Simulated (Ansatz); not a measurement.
`FC=[Se]` + CH₄ → `CC=[Se]` + H–F at 600 K and 1 bar (formal exchange of groups at a C–F bond).

Program: Ansatz. Geometries: PBE0-D4/def2-TZVP. ΔE: electronic, gas phase. CCSD(T)/CBS adds triple-zeta CCSD(T) − MP2 to the extrapolated MP2 energy (def2 sets, frozen cores). This one scheme is used for every species. For Se outer-core shells are correlated without core-valence functions, which leaves a few kJ/mol of doubt a bond. Scalar relativity is left out up to krypton.

```
  species  CCSD(T)/CBS energy (Eh)  H − E (kJ/mol)  S (J/(mol·K))
`FC=[Se]`              -2539.10585            74.4          307.7
      CH₄                -40.46206           140.4          215.7
`CC=[Se]`              -2479.18597           175.5          336.7
      H–F               -100.39570            42.3          194.0
```

H − E and S are ideal-gas, rigid-rotor, harmonic terms from PBE0-D4/def2-TZVP. 1 Eh = 2625.50 kJ/mol, R = 8.31446 J/(mol·K).

Question: By hand: ΔE, ΔH, ΔS and ΔG.

Answer: ΔE = (-2479.18597) + (-100.39570) − (-2539.10585) − (-40.46206) = -0.01376 Eh = -36.1 kJ/mol. Δ(H − E) = 175.5 + 42.3 − 74.4 − 140.4 = 3.0, so ΔH = -33.1 kJ/mol. ΔS = 336.7 + 194.0 − 307.7 − 215.7 = 7.3 J/(mol·K). ΔG = -33.1 − 600 × (7.3)/1000 = -37.5 kJ/mol.

Question: By hand: the equilibrium constant, and the temperature at which ΔG would vanish if ΔH and ΔS stayed fixed.

Answer: log₁₀ K = −ΔG/(RT ln 10) = 3.3. ΔH and −TΔS have one sign here, so there is no such temperature.

The number of gas molecules stays the same, so ΔS is small and ΔH decides. A doubt of 5 kJ/mol in ΔE shifts log₁₀ K by 0.4 here. These are equilibria of isolated gas molecules and say nothing of rates. Largest T1 diagnostic: 0.016 (customary marks: 0.02 for closed shells, 0.045 for open ones).
